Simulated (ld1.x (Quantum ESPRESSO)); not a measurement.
## Tc: one change to a TM potential, before and after

* Element: Tc (Z = 43)
* Generator: ld1.x (Quantum ESPRESSO) 7.5
* Type: norm-conserving Troullier–Martins (Kleinman–Bylander form)
* Functional: PBE
* Relativity: scalar-relativistic
* Frozen core: [Ar] 3d10 4s2
* Valence charge: 13
* Reference configuration: 4p6 4d5 5s0 5p0 (charge +2)
* Partial waves: 5s (bound, empty): rc 2.05 bohr; 4d (bound): rc 1.45 bohr; 4p (bound): rc 1.90 bohr
* Local potential: the p channel
* Core correction: a·sin(br)/r model core, default radius (core density twice the valence density)

Change: all radii but the core radius scaled by about 1.09 (s 2.22, p 2.06, d 1.58 bohr).

Cutoffs: the cutoffs (Ry, on a coarse ladder) from which the occupation-weighted sum of valence levels, in a spherical-Bessel basis at the reference potential, stays within 10 and 1 mRy of its value at 400 Ry; they do not see the model core or the augmentation charge, which bear on the density cutoff. Errors are all-electron minus pseudo energies relative to the spin-unpolarised reference configuration.

What does the change do?

The potential gets neither clearly harder nor softer (50 Ry and 60 Ry → 50 Ry and 60 Ry); both files keep a bound ghost (s); of the 7 tests that both files solve, the error grows in 5 and shrinks in 0 by more than 15 % and 0.3 meV (median size 8.7 → 14.8 meV). More of the atom is replaced by a form fitted at one configuration, so other configurations suffer.

```tsv
quantity	base	changed
cutoff, loose	50 Ry	50 Ry
cutoff, tight	60 Ry	60 Ry
bound ghosts	s	s
error for 4p6 4d5 5s2 5p0, meV [ΔE -23.00 eV]	-15	-18
error for 4p6 4d5 5s1 5p0, meV [ΔE -14.85 eV]	-3.6	-5.2
error for 4p6 4d4 5s0 5p0, meV [ΔE 28.71 eV]	-0.5	+1.4
error for 4p6 4d5 5s1.5 5p0, meV [ΔE -19.72 eV]	-8.7	-11
error for 4p6 4d6 5s1 5p0, meV [ΔE -23.94 eV]	+3.5	+15
error for 4p6 4d5 5s0 5p2, meV [ΔE -15.29 eV]	+281	+319
error for 4p6 4d5 5s0 5p1, meV [ΔE -10.27 eV]	+205	+233
```

 A true bound ghost makes a file unfit for plane-wave use even where its test errors are small: the radial tests pick states by their node count and pass the ghost by.
